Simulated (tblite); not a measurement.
A geometry optimisation, step by step.

Compound: C6H12BNO.
Numbering: `[CH3:1][CH2:2][C@H:3]1[CH2:4][C:5](=[O:6])[CH2:7][B:8]1[NH2:9]` (hydrogens: H10, H11, H12 on C1; H13, H14 on C2; H15 on C3; H16, H17 on C4; H18, H19 on C7; H20, H21 on N9)

Computed with GFN2-xTB (tblite), gas phase: L-BFGS steps from a force-field or distance-geometry start until the largest atomic force falls under 0.01 eV/Å. 4 of its 180 geometries are shown.

Step 0: E = -738.8846 eV, largest atomic force 3.470 eV/Å
```
atom  x, y, z in Å  |  force x, y, z in eV/Å
C1      2.586    0.089    0.386   -0.164  -0.238  -0.630
C2      1.298    0.951    0.405    1.980  -0.183   2.107
C3      0.295    0.136   -0.317   -1.143   2.137  -0.571
C4      0.099   -1.176    0.390    0.362  -0.656   0.540
C5     -1.074   -1.739   -0.318   -0.518  -1.857  -0.283
O6     -1.199   -2.916   -0.617   -0.142   1.215   0.164
C7     -2.037   -0.610   -0.624   -0.119   0.254  -0.429
B8     -1.195    0.690   -0.233   -1.361   0.524   2.021
N9     -1.762    1.726    0.714   -0.649   0.377  -3.388
H10     3.487    0.696    0.444   -0.011  -0.213  -0.070
H11     2.562   -0.630    1.211    0.253   0.287  -0.179
H12     2.532   -0.501   -0.570    0.719   0.650   0.863
H13     1.041    1.084    1.511   -0.110  -0.038  -1.384
H14     1.516    1.941    0.026   -0.219   0.089  -0.405
H15     0.559    0.004   -1.382    0.262  -0.146   0.420
H16    -0.208   -0.955    1.443    0.402  -0.349  -0.633
H17     0.998   -1.822    0.341   -0.722   0.107   0.243
H18    -2.229   -0.630   -1.725   -0.412  -0.166   0.870
H19    -2.938   -0.750   -0.015   -0.065  -0.102  -0.620
H20    -2.825    1.713    0.677    1.669  -0.081   0.324
H21    -1.515    2.714    0.408   -0.012  -1.612   1.042
```

Step 60: E = -740.3956 eV, largest atomic force 0.067 eV/Å
```
atom  x, y, z in Å  |  force x, y, z in eV/Å
C1      2.680    0.321    0.495   -0.048  -0.017   0.012
C2      1.259    0.870    0.556   -0.039   0.008   0.035
C3      0.252    0.084   -0.288   -0.020  -0.004   0.026
C4      0.120   -1.386    0.145    0.001  -0.016   0.017
C5     -1.287   -1.853   -0.175    0.024  -0.012  -0.052
O6     -1.633   -3.008   -0.193    0.020   0.018   0.008
C7     -2.193   -0.667   -0.439   -0.002  -0.013   0.000
B8     -1.263    0.596   -0.205   -0.001  -0.008  -0.021
N9     -1.660    1.870    0.133    0.017  -0.016  -0.031
H10     3.355    0.981    1.036    0.042  -0.025  -0.046
H11     2.735   -0.665    0.952   -0.004  -0.009  -0.020
H12     3.017    0.238   -0.538    0.004   0.043   0.044
H13     0.917    0.872    1.596    0.048   0.025  -0.003
H14     1.267    1.908    0.209    0.020  -0.024  -0.001
H15     0.602    0.103   -1.328   -0.027  -0.001   0.039
H16     0.219   -1.452    1.232   -0.006  -0.016   0.023
H17     0.862   -2.059   -0.286   -0.018   0.013  -0.042
H18    -2.548   -0.750   -1.470    0.029   0.004   0.006
H19    -3.090   -0.760    0.176    0.002   0.041   0.029
H20    -2.617    2.168    0.216   -0.016  -0.019  -0.003
H21    -1.003    2.607    0.330   -0.026   0.027  -0.021
```

Step 119: E = -740.4161 eV, largest atomic force 0.048 eV/Å
```
atom  x, y, z in Å  |  force x, y, z in eV/Å
C1      2.687    0.351    0.508   -0.014  -0.013  -0.012
C2      1.244    0.802    0.710   -0.017   0.002  -0.002
C3      0.259    0.082   -0.218   -0.014  -0.018  -0.007
C4      0.135   -1.419    0.094   -0.007  -0.014   0.004
C5     -1.290   -1.858   -0.178   -0.010   0.004  -0.007
O6     -1.634   -3.010   -0.278   -0.004   0.028  -0.012
C7     -2.209   -0.658   -0.287   -0.010  -0.009  -0.011
B8     -1.253    0.603   -0.204   -0.007   0.002   0.020
N9     -1.654    1.918   -0.134    0.004  -0.002  -0.025
H10     3.364    0.920    1.142   -0.021   0.003   0.009
H11     2.801   -0.703    0.749   -0.009  -0.008   0.001
H12     2.986    0.498   -0.528    0.010   0.004   0.005
H13     0.948    0.632    1.748    0.017   0.013   0.000
H14     1.181    1.877    0.523    0.023   0.006   0.000
H15     0.646    0.184   -1.240   -0.003   0.001   0.000
H16     0.311   -1.599    1.159    0.012   0.006  -0.013
H17     0.831   -2.048   -0.462    0.010  -0.007   0.019
H18    -2.767   -0.737   -1.224    0.012  -0.007   0.033
H19    -2.965   -0.722    0.499    0.043  -0.007  -0.019
H20    -2.617    2.210   -0.150    0.003   0.014   0.016
H21    -1.012    2.691   -0.075   -0.020   0.002   0.001
```

Step 179: E = -740.4325 eV, largest atomic force 0.008 eV/Å
```
atom  x, y, z in Å  |  force x, y, z in eV/Å
C1      2.664    0.319    0.582   -0.001   0.000   0.001
C2      1.224    0.803    0.720   -0.001   0.002   0.002
C3      0.262    0.093   -0.239    0.003  -0.002   0.000
C4      0.147   -1.417    0.041    0.000  -0.001  -0.002
C5     -1.264   -1.832   -0.325    0.003   0.004  -0.001
O6     -1.578   -2.916   -0.746    0.002  -0.008   0.000
C7     -2.199   -0.665   -0.103    0.001   0.003   0.001
B8     -1.256    0.604   -0.218    0.004  -0.002  -0.001
N9     -1.665    1.916   -0.303    0.000   0.001   0.000
H10     3.318    0.865    1.259   -0.001   0.000   0.002
H11     2.739   -0.740    0.815    0.003  -0.002   0.001
H12     3.020    0.472   -0.435    0.001  -0.002  -0.001
H13     0.887    0.651    1.748    0.002  -0.002   0.001
H14     1.193    1.878    0.523    0.001   0.005  -0.002
H15     0.664    0.219   -1.251   -0.002  -0.003  -0.002
H16     0.265   -1.607    1.111   -0.001   0.000  -0.003
H17     0.877   -2.027   -0.489   -0.002   0.001   0.001
H18    -3.060   -0.730   -0.768   -0.004   0.001  -0.003
H19    -2.591   -0.765    0.913   -0.003   0.000   0.004
H20    -2.630    2.203   -0.310   -0.003   0.000   0.002
H21    -1.029    2.692   -0.372   -0.002   0.004   0.000
```

Question: Summarise the path.

Answer: The energy falls by 35.69 kcal/mol from step 0 to step 179; nine tenths of that is first reached at step 24. It never rises by more than 0.2 meV. The largest force goes from 3.470 to 0.008 eV/Å. Among the bonds B8–N9 changes most, from 1.514 to 1.377 Å; the atoms move by 0.724 Å rms after alignment.

What follows is the cost of the whole relaxation. The run took 4.1 s on one thread of an Intel Xeon at 2.50 GHz, on a shared host.
